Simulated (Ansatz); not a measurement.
Consider the ligand exchange at a B–O bond: `[AlH2][O]B[SiH2][SiH3]` + H₂S → `[SiH3][SiH2]BS` + `[OH][AlH2]`.

Computed with Ansatz on PBE0-D4/def2-TZVP structures; ΔE is electronic, products minus reactants. CCSD(T)/CBS adds triple-zeta CCSD(T) − MP2 to the extrapolated MP2 energy (def2 sets, frozen cores). This one scheme is used for every species. Functionals use def2-TZVPP. B3LYP here is the variant with VWN-RPA as its local correlation; programs differ in this. Each species was taken in one conformer, which may not be the lowest.

(1) Is it downhill or uphill in electronic energy at CCSD(T)/CBS, and by how much? (An estimate is asked.)

(2) What do these levels give: PBE-D4, r2SCAN-D4, B3LYP-D4, ωB97M-V, B2PLYP, r2SCAN, HF/def2-TZVPP, CCSD/def2-TZVPP, CCSD(T)/def2-TZVPP, SCS-MP2/def2-QZVPP, MP2/CBS(def2), CCSD/CBS(def2)? (An estimate is asked.)

Largest T1 diagnostic among the species: 0.016.

Answers

(1) Computed: Uphill: ΔE = +30.3 kJ/mol.

(2) The calculation gave: PBE-D4 23.3, r2SCAN-D4 28.1, B3LYP-D4 37.8, ωB97M-V 33.9, B2PLYP 34.9, r2SCAN 27.9, HF/def2-TZVPP 53.6, CCSD/def2-TZVPP 36.1, CCSD(T)/def2-TZVPP 32.0, SCS-MP2/def2-QZVPP 32.7, MP2/CBS(def2) 24.8, CCSD/CBS(def2) 34.5 kJ/mol.

From PBE to PBE0 (25 % exact exchange), in def2-TZVPP and without D4, ΔE moves by +3.3 kJ/mol. In def2-TZVPP, CCSD(T) changes the Hartree–Fock value by −21.6 kJ/mol (the triples alone add −4.1 kJ/mol) and MP2 by −27.1 kJ/mol.
